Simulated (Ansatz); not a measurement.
The first iterations of a band of BClF2 + FH (6 atoms, charge 0, multiplicity 1).

The calculation used Ansatz 0.2.0, RKS PBE/def2-SVP.

- movable images: 5
- climbing image: yes
- spring: 5.0 eV/Å²
- optimiser: quadratic models (default)
- start path: through a guess of the saddle point
- force threshold: 0.5 eV/Å
- iteration limit: 60
- end points: relaxed

Initial state:

```xyz
6
Properties=species:S:1:pos:R:3
B -0.001 0.162 0.117
Cl -0.011 0.540 1.872
F 1.148 0.206 -0.537
F -1.151 0.136 -0.535
F 0.060 -2.013 0.562
H 0.076 -1.760 1.472
```

Final state:

```xyz
6
Properties=species:S:1:pos:R:3
B 0.014 -0.381 -0.464
Cl 0.013 0.066 2.533
F 1.142 0.270 -0.697
F -1.154 0.200 -0.687
F 0.055 -1.662 -0.104
H 0.051 -1.222 2.370
```

| iteration | highest image above the first end (eV) | largest band force component (eV/Å) |
| --- | --- | --- |
| 1 | 1.716 | 5.222 |
| 2 | 0.414 | 2.596 |

Question: Does the band converge within its limit, and where does its top end?

Answer: The run converged. It ended after 5 iterations with the highest image 0.244 eV above the first end. The threshold of 0.5 eV/Å is loose, so the images may lie well off the minimum-energy path. The order of the stationary point at the top wasn't checked. The orbitals stay closed-shell, which can raise the energy where a bond breaks towards radicals; this wasn't checked here.

The run took 42 s on 1 thread of Intel(R) Xeon(R) Platinum 8488C (Sapphire Rapids), with other jobs on the host, peak memory 0.16 GiB.
